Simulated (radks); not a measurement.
Problem. Ir2+, configuration [Xe] 4f13 5d7 6s1 (not the ground configuration). Calculated with a radial shooting solver on a logarithmic mesh with Libxc functionals: Dirac Kohn-Sham, PBE, spin-unpolarised, spherical densities, point nucleus; open shells fill j = l - 1/2 first. Some entries of the table are withheld. Estimate them.

orbital  occ.  eigenvalue (hartree)  <r> (bohr)
1s1/2       2             -2794.917     0.01743
2s1/2       2             -489.5681     0.07295
2p1/2       2             -468.9462     0.06017
2p3/2       4             -409.1319     0.06849
3s1/2       2             -115.5046      0.1899
3p1/2       2                   (1)      0.1801
3p3/2       4                   (2)      0.1954
3d3/2       4             -77.81312      0.1705
3d5/2       6             -74.98477      0.1752
4s1/2       2             -25.59540      0.4223
4p1/2       2                   (3)      0.4256
4p3/2       4                   (4)      0.4589
4d3/2       4                   (5)      0.4694
4d5/2       6                   (6)      0.4804
5s1/2       2              -4.52144      0.9647
4f5/2       6              -3.51663      0.5200
4f7/2       7              -3.39798      0.5270
5p1/2       2              -3.27492       1.044
5p3/2       4              -2.74729       1.137
5d3/2       4                   (7)       1.504
5d5/2       3                   (8)       1.553
6s1/2       1              -0.84842       2.471

Solution. 
(1) 3p1/2 eigenvalue (hartree): -106.2816
(2) 3p3/2 eigenvalue (hartree): -93.18596
(3) 4p1/2 eigenvalue (hartree): -21.70377
(4) 4p3/2 eigenvalue (hartree): -18.58588
(5) 4d3/2 eigenvalue (hartree): -12.21188
(6) 4d5/2 eigenvalue (hartree): -11.63033
(7) 5d3/2 eigenvalue (hartree): -1.07282
(8) 5d5/2 eigenvalue (hartree): -1.01683
